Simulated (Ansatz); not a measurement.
Geometry optimisation, RKS PBE0-D4/def2-SVP in Ansatz.

Input file:

```yaml
crystal:
  periodic: [false, false, false]
  atoms:
    - { symbol: W, position_ang: [-0.052618, -0.029236, -0.055458] }
    - { symbol: F, position_ang: [-0.389478, 0.254508, 1.745729] }
    - { symbol: F, position_ang: [1.726925, -0.397023, -0.470258] }
    - { symbol: F, position_ang: [-0.655852, 1.718364, -0.150677] }
    - { symbol: H, position_ang: [-1.593974, -0.604513, -0.414792] }
    - { symbol: F, position_ang: [-0.034358, -1.812473, 0.453473] }
    - { symbol: F, position_ang: [-0.172997, 0.067278, -1.904989] }
    - { symbol: "N", position_ang: [2.016914, 1.950362, 1.534471] }
    - { symbol: H, position_ang: [2.657541, 1.301205, 1.093591] }
    - { symbol: H, position_ang: [1.619239, 2.616984, 0.883789] }
    - { symbol: H, position_ang: [1.300858, 1.489344, 2.11812] }
basis:
  gaussian: { orbitals: def2-SVP }
hamiltonian:
  xc: pbe0
  dispersion: d4
relax:
  f_tol: 0.03
  max_steps: 50
```

Command:

```bash
$ ansatz run input.yaml --threads 4 --pin off --max-ram 5120MiB --backend cpu --events-out ev --progress --plain --runs-dir out
```

Q: Where does it end, and by what steps?

A: The forces met the threshold. After 13 steps the energy has fallen by 1.412 eV; F7 moved furthest, 1.22 Å. Joined: W1–N8 (3.28 → 2.30 Å).

| step | energy less start (eV) | largest force component (eV/Å) | accepted |
| --- | --- | --- | --- |
| 0 | 0.0000 | 0.721 | yes |
| 1 | -0.0100 | 0.925 | yes |
| 2 | -0.0608 | 0.518 | yes |
| 3 | -0.1865 | 1.162 | yes |
| 4 | -0.5586 | 1.229 | yes |
| 5 | -0.9308 | 0.718 | yes |
| 6 | -0.7908 | 1.798 | no |
| 7 | -1.0054 | 0.270 | yes |
| 8 | -1.0578 | 0.265 | yes |
| 9 | -1.1542 | 0.454 | yes |
| 10 | -1.3188 | 0.410 | yes |
| 11 | -1.3990 | 0.543 | yes |
| 12 | -1.4110 | 0.102 | yes |
| 13 | -1.4120 | 0.011 | yes |

```xyz
11
Properties=species:S:1:pos:R:3
W 0.071 -0.030 0.213
F -0.084 -0.090 2.083
F 1.745 -0.866 0.078
F -1.014 1.486 0.478
H -1.194 -0.189 -0.880
F -0.529 -1.785 0.345
F 0.682 0.767 -1.380
N 1.519 1.626 0.894
H 2.482 1.362 0.680
H 1.308 2.505 0.421
H 1.434 1.770 1.901
```

Whether the end is a true minimum wasn't checked by a vibrational analysis.

The run took 47 s on 4 threads of Arm Neoverse V2, on a shared host, peak memory 0.41 GiB.
